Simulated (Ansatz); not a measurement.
Basis-set series for CH$_{3}$FS$_{2}$W (`[CH3][W]([F])(=[S])=[S]`). Total charge 0; spin multiplicity 1. W takes the def2 core potential. The structure was optimised at the PBE0-D4/def2-TZVP level.

```csv
functional,basis,functions,energy (Eh),HOMO (eV),LUMO (eV)
PBE0-D4,def2-SVP,111,-1002.60236,-7.51,-3.04
PBE0-D4,def2-QZVPP,425,-1003.09888,-7.48,-3.01
ωB97M-V,def2-SVP,111,-1002.83025,-9.45,-0.93
ωB97M-V,def2-QZVPP,425,-1003.32937,-9.46,-0.94
```

Q: Give the rows for def2-TZVPP. (Best estimate.)

A: Computed: 
```tsv
functional	basis	functions	energy (Eh)	HOMO (eV)	LUMO (eV)
PBE0-D4	def2-TZVPP	244	-1003.06612	-7.47	-2.99
ωB97M-V	def2-TZVPP	244	-1003.29827	-9.45	-0.90
```
